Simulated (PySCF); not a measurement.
## Ionisation of propyl sulfide

Parent: `CCCSCCC` (C6H14S). Optimised structure (Å), atoms numbered from 1:
```
C    -2.7970    1.0286   -0.1406
C    -1.9105   -0.0579   -0.7249
C    -1.3719   -1.0436    0.3035
S    -0.3743   -0.3220    1.6408
C     1.0162    0.3969    0.7258
C     1.9028   -0.6045    0.0024
C     3.1037    0.0532   -0.6606
H    -3.1435    1.7251   -0.9187
H    -3.6873    0.5967    0.3444
H    -2.2551    1.6046    0.6246
H    -1.0670    0.3980   -1.2718
H    -2.4694   -0.6368   -1.4810
H    -0.8005   -1.8479   -0.1863
H    -2.2026   -1.5320    0.8392
H     1.5926    0.9301    1.4995
H     0.6465    1.1702    0.0312
H     1.3093   -1.1376   -0.7594
H     2.2312   -1.3709    0.7237
H     3.7239   -0.6852   -1.1908
H     2.7919    0.8135   -1.3949
H     3.7456    0.5553    0.0810
```

Energies: ωB97X-D3(BJ)/ma-def2-TZVP (PySCF, density fitting, integration grid level 2) on PBE0-D3(BJ)/def2-SVP structures. The prefix ma- adds one diffuse s and one diffuse p function on all atoms but H. Thermal corrections: GFN2-xTB frequencies, unscaled, ideal gas at 298.15 K and 1 bar, quasi-RRHO entropy. These were taken at the GFN2-xTB minima.

Frontier levels of the parent: HOMO -8.65 eV, LUMO 1.07 eV.

Oxidation to the radical cation:
* Vertical ionisation energy (electronic): 8.40 eV
* Adiabatic ionisation energy (with zero-point energy): 8.22 eV
* Adiabatic, electronic part: 8.29 eV
* Vertical gap at the product's structure: 8.22 eV
* Inner reorganisation energy (four-point): 180 meV
* Relaxation of product / of parent: 106 / 74 meV
* ⟨S²⟩ of the product: 0.755
* Largest spin populations: S4 0.91
* Largest changes of atomic charge: S4 0.64
* Distances that move most (Å): S4–C5 1.813 → 1.785; C3–S4 1.818 → 1.795; C5–C6 1.521 → 1.540; C3–H 1.101 → 1.109
* Potential in DMSO: 6.03 V absolute, 1.49 V against Fc+/Fc computed at 4.53 V (solvation -15 → -224 kJ/mol)

Solvents are IEF-PCM continua (electrostatics only, gas-phase structures); absolute potentials refer to an electron at rest in vacuum. Fc+/Fc in DMSO, 4.53 V, is ωB97X-D3(BJ)/ma-def2-TZVP on PBE0-D3(BJ)/def2-SVP structures with GFN2-xTB thermal terms. Benchmark calculations put it near 5.0 V in acetonitrile and DMSO, so it is about 0.5 V low, and the value against it can read up to that much too high.

Measured values (NIST Chemistry WebBook, evaluated or the median of agreeing entries): vertical ionisation energy 8.34 eV (computed 8.40, difference 0.06); adiabatic ionisation energy 8.30 eV (computed 8.22, difference -0.08).

Differences come from unrounded values, so a last digit can differ from that of the printed terms.
